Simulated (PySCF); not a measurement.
## [TaO2(OH)2]− at several levels of theory

Computed with PySCF 2.14.0 (density fitting, no spin-orbit coupling) at the geometry relaxed with B3LYP:

```xyz
7
[TaO2(OH)2]− (singlet)
Ta   -0.0310   -0.0488    0.2311
O     1.3571    0.0736    1.3489
O     0.0449    1.2339   -1.0102
O    -1.7395    0.1666    1.2419
H    -2.3816    0.7960    0.8942
O     0.0438   -1.8408   -0.6455
H     0.6897   -2.4698   -0.3029
```

```
level                                              basis    state  HOMO (eV)  gap (eV)  charge on Ta1 (e)  dipole about the centre of mass (D)  largest force component (eV/Å)
B3LYP     Ta def2-SVP with ECP60, O def2-SVP, H def2-SVP  singlet      -1.74      5.70               0.68                                 3.13                            0.02
  PBE                                           the same  singlet      -0.44      4.01               0.48                                 3.00                            0.33
 BLYP                                           the same  singlet      -0.30      3.85               0.46                                 3.01                            0.67
wB97X                                           the same  singlet      -4.45     10.50               0.74                                 3.23                            0.56
B3LYP  Ta def2-TZVP with ECP60, O def2-TZVP, H def2-TZVP  singlet      -1.99      5.70               1.31                                 3.15                            0.25
B3LYP          Ta x2c-SVPall, O x2c-SVPall, H x2c-SVPall  singlet      -1.96      5.69               0.63                                 3.07                            0.74
```

Charges are Mulliken's, which hang on the basis. The relaxation used the grid (50, 194), these runs (75, 302) or, all-electron (x2c bases, spin-free X2C Hamiltonian), (99, 590).

**Question.** What does M06-L with Ta def2-SVP with ECP60, O def2-SVP, H def2-SVP give here?

**Answer.** state singlet, HOMO (eV) -0.63, gap (eV) 5.19, charge on Ta1 (e) 0.95, dipole about the centre of mass (D) 3.07, largest force component (eV/Å) 0.27. Time: 8.4 s on 2 threads of Arm Neoverse V1, with other jobs on the host, from an already converged density.

In the first row's basis the gap widens with exact exchange: 3.9 to 5.2 eV for BLYP, PBE, M06-L (none); 5.7 eV for B3LYP (a fixed share); 10.5 eV for wB97X (rising or full at long range).
